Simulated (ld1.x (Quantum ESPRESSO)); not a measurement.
# Reading a pseudo-wave (B (Z = 5))

Columns: radius, all-electron u(r) and pseudo u(r) of the 2p shell (level -3.84 eV) of boron in the configuration [He] 2s1.5 2p1.5; PBE, scalar-relativistic, TM scheme, ld1.x (Quantum ESPRESSO) 7.5.

```csv
r (bohr),all-electron,pseudo
0.130,0.0434,0.0159
0.260,0.1311,0.0619
0.390,0.2282,0.1330
0.520,0.3199,0.2218
0.650,0.4000,0.3189
0.780,0.4666,0.4146
0.910,0.5209,0.5003
1.040,0.5636,0.5697
1.170,0.5948,0.6195
1.300,0.6156,0.6496
1.430,0.6272,0.6623
1.560,0.6311,0.6614
1.690,0.6285,0.6512
1.820,0.6206,0.6353
1.950,0.6086,0.6167
2.080,0.5933,0.5969
2.210,0.5755,0.5767
2.340,0.5559,0.5561
2.470,0.5351,0.5351
2.600,0.5134,0.5134
2.730,0.4913,0.4913
2.860,0.4691,0.4691
2.990,0.4470,0.4470
3.120,0.4252,0.4252
3.250,0.4039,0.4039
3.380,0.3832,0.3832
```

(1) How many radial nodes do the two functions have?

(2) At about which radius was the pseudo-wave matched?

(3) Where does each function peak?

(4) Is the pseudo-wave norm-conserving?

Answers

(1) The all-electron 2p function has n − l − 1 = 0; the pseudo-wave has 0.

(2) 2.60 bohr. The columns agree to 0.0005 from 2.34 bohr on; several derivatives are matched, so the curves merge somewhat inside the radius.

(3) Outermost all-electron maximum near 1.56 bohr, pseudo maximum near 1.43 bohr (to the table’s step).

(4) Yes: the TM scheme keeps the norm inside the radius equal to the all-electron one, which fixes the energy derivative of the logarithmic derivative at the level.
